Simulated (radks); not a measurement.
All-electron atom: Ne in [He] 2s(up 1, down 1) 2p6.

Method: scalar-relativistic Kohn-Sham, r2SCAN, spin-polarised, spherical densities, finite nucleus; meta-GGA in the generalised Kohn-Sham scheme; Fermi nuclear charge, rms radius 3.0055 fm; computed with a radial shooting solver on a logarithmic mesh with Libxc functionals.

Energy parts (hartree):
total: -129.08272
kinetic: 129.05967
electron-nucleus: -311.72983
Hartree: 66.07115
exchange-correlation: -12.48370

Orbitals (lengths in bohr, moments of r in powers of bohr):
orbital  occ.  eigenvalue (hartree)     <r^4>    <r^2>
1s          2             -30.78950  0.002961  0.03362
2s          2              -1.41072     1.942   0.9782
2p          6              -0.51331     4.404    1.267

The highest occupied level is 2p at -13.968 eV. Summed over all electrons, <r^2> = 9.625 bohr^2, which gives a Langevin (diamagnetic) susceptibility term of -7.62 x 10^-6 cm^3/mol. The electron density at the nucleus is 647.1 e/bohr^3 (large components only).
